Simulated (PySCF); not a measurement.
**Basis-set dependence of population analyses: `O[Si@@H]1C[SiH2][C@@H]1F`**

Compound: C2H7FOSi2.
Z-matrix (Å and degrees, PBE0-D3(BJ)/def2-SVP geometry), rows numbered from 1:
```
O 
Si  1  1.6661
C   2  1.8871  1  111.65
Si  3  1.9043  2   88.12  1   -87.42
C   2  1.9146  1  104.61  3   -96.13
F   5  1.3883  2  114.58  1   -25.38
H   1  0.9651  2  112.14  3   115.24
H   2  1.4932  1  110.88  3   132.91
H   3  1.0995  2  116.69  1    31.94
H   3  1.1026  2  112.76  1   158.73
H   4  1.4951  3  116.72  2  -137.90
H   4  1.4919  3  112.25  2    93.70
H   5  1.1057  2  115.09  1  -153.50
```

PBE0 throughout (PySCF), one geometry, spherical d and f functions. Geometry: PBE0-D3(BJ)/def2-SVP, one conformer, isolated molecule. The first 7 of 13 kinds of atom are listed.

Mulliken charges (e):

| basis | functions | O1 | Si2 | C3 | Si4 | C5 | F6 | H7 |
| --- | --- | --- | --- | --- | --- | --- | --- | --- |
| STO-3G | 45 | -0.442 | +0.740 | -0.467 | +0.558 | -0.286 | -0.122 | +0.191 |
| 6-31G | 76 | -0.791 | +1.055 | -0.972 | +0.700 | -0.437 | -0.336 | +0.410 |
| pcSseg-0 | 76 | -0.821 | +1.429 | -1.467 | +0.876 | -0.811 | -0.365 | +0.395 |
| 6-31G* | 106 | -0.739 | +0.779 | -0.797 | +0.431 | -0.216 | -0.341 | +0.443 |
| cc-pVDZ | 127 | -0.364 | +0.543 | -0.364 | +0.264 | -0.068 | -0.251 | +0.174 |
| def2-SVP | 127 | -0.412 | +0.687 | -0.547 | +0.423 | -0.184 | -0.281 | +0.203 |
| aug-cc-pVDZ | 209 | -0.705 | +0.518 | +0.304 | -0.535 | +0.605 | -0.524 | +0.160 |
| 6-311+G(2d,p) | 220 | -0.699 | +0.994 | -0.735 | +0.469 | -0.363 | -0.293 | +0.291 |
| def2-TZVP | 240 | -0.531 | +0.442 | -0.467 | +0.197 | -0.081 | -0.238 | +0.336 |
| cc-pVTZ | 286 | -0.378 | +0.426 | -0.392 | +0.213 | -0.039 | -0.241 | +0.212 |
| IGLO-III | 298 | -0.682 | +1.133 | -0.861 | +0.842 | -0.415 | -0.295 | +0.299 |
| pcSseg-2 | 328 | -0.523 | +0.785 | -0.550 | +0.554 | -0.161 | -0.302 | +0.224 |

IAO charges (e):

```json
{"basis": "STO-3G", "functions": "45", "O1": "-0.579", "Si2": "+0.956", "C3": "-0.754", "Si4": "+0.713", "C5": "-0.458", "F6": "-0.145", "H7": "+0.238"}
{"basis": "6-31G", "functions": "76", "O1": "-0.747", "Si2": "+0.994", "C3": "-0.817", "Si4": "+0.600", "C5": "-0.380", "F6": "-0.293", "H7": "+0.362"}
{"basis": "pcSseg-0", "functions": "76", "O1": "-0.726", "Si2": "+1.024", "C3": "-0.848", "Si4": "+0.606", "C5": "-0.413", "F6": "-0.278", "H7": "+0.349"}
{"basis": "6-31G*", "functions": "106", "O1": "-0.775", "Si2": "+1.108", "C3": "-0.849", "Si4": "+0.708", "C5": "-0.381", "F6": "-0.308", "H7": "+0.363"}
{"basis": "cc-pVDZ", "functions": "127", "O1": "-0.771", "Si2": "+1.094", "C3": "-0.845", "Si4": "+0.699", "C5": "-0.373", "F6": "-0.310", "H7": "+0.366"}
{"basis": "def2-SVP", "functions": "127", "O1": "-0.768", "Si2": "+1.109", "C3": "-0.848", "Si4": "+0.719", "C5": "-0.380", "F6": "-0.311", "H7": "+0.362"}
{"basis": "aug-cc-pVDZ", "functions": "209", "O1": "-0.793", "Si2": "+1.104", "C3": "-0.855", "Si4": "+0.704", "C5": "-0.373", "F6": "-0.326", "H7": "+0.377"}
{"basis": "6-311+G(2d,p)", "functions": "220", "O1": "-0.801", "Si2": "+1.137", "C3": "-0.875", "Si4": "+0.737", "C5": "-0.392", "F6": "-0.328", "H7": "+0.378"}
{"basis": "def2-TZVP", "functions": "240", "O1": "-0.801", "Si2": "+1.149", "C3": "-0.880", "Si4": "+0.745", "C5": "-0.393", "F6": "-0.327", "H7": "+0.376"}
{"basis": "cc-pVTZ", "functions": "286", "O1": "-0.797", "Si2": "+1.135", "C3": "-0.874", "Si4": "+0.731", "C5": "-0.388", "F6": "-0.323", "H7": "+0.376"}
{"basis": "IGLO-III", "functions": "298", "O1": "-0.804", "Si2": "+1.147", "C3": "-0.880", "Si4": "+0.746", "C5": "-0.395", "F6": "-0.328", "H7": "+0.379"}
{"basis": "pcSseg-2", "functions": "328", "O1": "-0.803", "Si2": "+1.147", "C3": "-0.879", "Si4": "+0.743", "C5": "-0.394", "F6": "-0.327", "H7": "+0.377"}
```

Hirshfeld charges (e):

| basis | functions | O1 | Si2 | C3 | Si4 | C5 | F6 | H7 |
| --- | --- | --- | --- | --- | --- | --- | --- | --- |
| STO-3G | 45 | -0.279 | +0.443 | -0.194 | +0.344 | -0.107 | -0.093 | +0.121 |
| 6-31G | 76 | -0.330 | +0.401 | -0.241 | +0.299 | -0.116 | -0.131 | +0.169 |
| pcSseg-0 | 76 | -0.324 | +0.427 | -0.245 | +0.326 | -0.116 | -0.135 | +0.167 |
| 6-31G* | 106 | -0.305 | +0.374 | -0.240 | +0.295 | -0.115 | -0.119 | +0.173 |
| cc-pVDZ | 127 | -0.295 | +0.394 | -0.248 | +0.316 | -0.123 | -0.111 | +0.164 |
| def2-SVP | 127 | -0.300 | +0.401 | -0.251 | +0.325 | -0.121 | -0.121 | +0.167 |
| aug-cc-pVDZ | 209 | -0.309 | +0.412 | -0.264 | +0.328 | -0.131 | -0.123 | +0.160 |
| 6-311+G(2d,p) | 220 | -0.309 | +0.408 | -0.257 | +0.328 | -0.126 | -0.129 | +0.163 |
| def2-TZVP | 240 | -0.306 | +0.403 | -0.258 | +0.323 | -0.127 | -0.123 | +0.166 |
| cc-pVTZ | 286 | -0.304 | +0.403 | -0.257 | +0.321 | -0.126 | -0.119 | +0.163 |
| IGLO-III | 298 | -0.306 | +0.405 | -0.257 | +0.324 | -0.124 | -0.127 | +0.161 |
| pcSseg-2 | 328 | -0.311 | +0.411 | -0.264 | +0.329 | -0.130 | -0.124 | +0.163 |

Question: Which scheme is steadiest as the basis changes?

Answer: Largest range over the bases for any column: Hirshfeld 0.07 e, IAO 0.23 e, Mulliken 1.77 e. Hirshfeld charges move least and Mulliken charges most, counted in e. Without the minimal STO-3G basis the ranges are Hirshfeld 0.05, IAO 0.16, Mulliken 1.77 e.

Question: How much do the charges still move between the two largest bases, IGLO-III and pcSseg-2?

Answer: At most, over all atoms: Mulliken 0.348 e, IAO 0.002 e, Hirshfeld 0.007 e.

Question: What do the same runs give for the total energy, the frontier levels and the dipole moment?

Answer: 
```json
{"basis": "STO-3G", "energy (Eh)": "-823.8621", "HOMO (eV)": "-3.90", "LUMO (eV)": "6.59", "μ (D)": "1.10"}
{"basis": "6-31G", "energy (Eh)": "-833.7964", "HOMO (eV)": "-7.61", "LUMO (eV)": "0.11", "μ (D)": "2.34"}
{"basis": "pcSseg-0", "energy (Eh)": "-832.6932", "HOMO (eV)": "-7.75", "LUMO (eV)": "0.06", "μ (D)": "2.08"}
{"basis": "6-31G*", "energy (Eh)": "-833.9352", "HOMO (eV)": "-7.34", "LUMO (eV)": "0.17", "μ (D)": "1.61"}
{"basis": "cc-pVDZ", "energy (Eh)": "-833.9839", "HOMO (eV)": "-7.39", "LUMO (eV)": "0.12", "μ (D)": "1.48"}
{"basis": "def2-SVP", "energy (Eh)": "-833.6081", "HOMO (eV)": "-7.49", "LUMO (eV)": "0.09", "μ (D)": "1.53"}
{"basis": "aug-cc-pVDZ", "energy (Eh)": "-834.0150", "HOMO (eV)": "-7.60", "LUMO (eV)": "-0.51", "μ (D)": "1.73"}
{"basis": "6-311+G(2d,p)", "energy (Eh)": "-834.0929", "HOMO (eV)": "-7.64", "LUMO (eV)": "-0.53", "μ (D)": "1.77"}
{"basis": "def2-TZVP", "energy (Eh)": "-834.1206", "HOMO (eV)": "-7.57", "LUMO (eV)": "-0.31", "μ (D)": "1.62"}
{"basis": "cc-pVTZ", "energy (Eh)": "-834.1111", "HOMO (eV)": "-7.53", "LUMO (eV)": "-0.19", "μ (D)": "1.54"}
{"basis": "IGLO-III", "energy (Eh)": "-834.1278", "HOMO (eV)": "-7.60", "LUMO (eV)": "-0.36", "μ (D)": "1.68"}
{"basis": "pcSseg-2", "energy (Eh)": "-834.1338", "HOMO (eV)": "-7.62", "LUMO (eV)": "-0.40", "μ (D)": "1.76"}
```

The dipole is fixed by the density alone, so its range of 1.24 D shows that the density itself changes with the basis, not only its division among atoms.
